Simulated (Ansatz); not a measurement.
`C[Si](C)(Cl)CCCCCCCCCCCOc1ccccc1`. Charge 0, multiplicity 1. Geometry PBE-D4/def2-SVP, basis def2-TZVP, Ansatz.

```xyz
55

C    -7.161    2.567    1.539
Si   -5.721    1.356    1.484
C    -6.282   -0.402    1.857
Cl   -4.959    1.365   -0.487
C    -4.313    1.909    2.616
C    -3.044    1.049    2.546
C    -1.898    1.574    3.419
C    -0.633    0.703    3.401
C     0.009    0.486    2.022
C     0.443    1.774    1.312
C     1.093    1.558   -0.061
C     2.439    0.823   -0.027
C     3.156    0.742   -1.380
C     2.417   -0.080   -2.441
C     3.211   -0.241   -3.738
O     4.482   -0.862   -3.544
C     4.558   -2.213   -3.375
C     5.842   -2.718   -3.073
C     6.037   -4.091   -2.901
C     4.960   -4.988   -3.026
C     3.687   -4.485   -3.325
C     3.473   -3.107   -3.498
H    -6.830    3.589    1.268
H    -7.598    2.603    2.558
H    -7.960    2.266    0.832
H    -6.686   -0.468    2.889
H    -7.077   -0.721    1.153
H    -5.440   -1.116    1.768
H    -4.710    1.938    3.657
H    -4.074    2.965    2.357
H    -2.713    0.989    1.486
H    -3.278    0.002    2.844
H    -1.652    2.612    3.103
H    -2.256    1.665    4.469
H    -0.875   -0.291    3.841
H     0.121    1.157    4.082
H    -0.691   -0.072    1.360
H     0.887   -0.183    2.150
H    -0.440    2.437    1.183
H     1.147    2.335    1.970
H     1.243    2.548   -0.548
H     0.376    1.009   -0.713
H     3.105    1.334    0.703
H     2.299   -0.209    0.367
H     4.165    0.301   -1.236
H     3.329    1.772   -1.771
H     2.169   -1.083   -2.027
H     1.446    0.392   -2.703
H     3.452    0.756   -4.160
H     2.622   -0.789   -4.508
H     6.671   -2.001   -2.983
H     7.045   -4.468   -2.669
H     5.115   -6.068   -2.888
H     2.832   -5.173   -3.424
H     2.463   -2.745   -3.729
```

```json
{"run": "A", "HOMO (eV)": "-8.35", "LUMO (eV)": "1.77"}
{"run": "B", "HOMO (eV)": "-5.24", "LUMO (eV)": "-1.09"}
{"run": "C", "HOMO (eV)": "-6.28", "LUMO (eV)": "-0.20"}
{"run": "D", "HOMO (eV)": "-7.47", "LUMO (eV)": "0.87"}
```

Single mean-field runs in def2-TZVP are fitted with def2-universal-jkfit.

Question: The runs used CAM-B3LYP, PBE, PBE0, ωB97M-V. Estimate which is which.

Answer: A ωB97M-V (range-separated); B PBE (0 % exact exchange); C PBE0 (25 % exact exchange); D CAM-B3LYP (range-separated). Exact exchange lowers occupied and raises empty levels; among semilocal functionals meta-GGAs tend to open the gap a little, and such runs are hard to tell apart. The gap grows from 4.15 eV (PBE) to 10.12 eV (ωB97M-V).
